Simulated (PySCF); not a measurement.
# Basis-set dependence of HgO⁺ at PBE0

PySCF, UKS reference; doublet, unpaired electrons π ↑; De to Hg⁺ + O without counterpoise correction.

```
             basis                           relativity  functions  Re (Å)  ωe (cm⁻¹)  De (eV)  μ (D)
          def2-SVP  scalar-relativistic core potentials         46   2.011        462     0.86  -2.17
cc-pVDZ-PP/cc-pVDZ  scalar-relativistic core potentials         52   1.993        486     0.95  -2.28
         def2-SVPD  scalar-relativistic core potentials         58   2.007        473     0.83  -2.28
```

Question: How does each smaller set differ from the one with most functions, def2-SVPD?

Answer: def2-SVP: +0.4 pm, -2.3 % in ωe, +0.03 eV in De; cc-pVDZ-PP/cc-pVDZ: -1.4 pm, +2.7 % in ωe, +0.12 eV in De. All at PBE0; the set with most functions is neither the basis-set limit nor always the best.

A positive dipole points towards O; it is taken about the centre of mass and depends on that origin. These are scalar-relativistic numbers at best; spin–orbit coupling would shift them, the dissociation energy most. For an ion De counts to the pair picked by the measured ionisation energies or electron affinities, which need not be the lowest pair at this level. The state is the lowest determinant that a PBE0 search found; another state may lie lower at other levels.
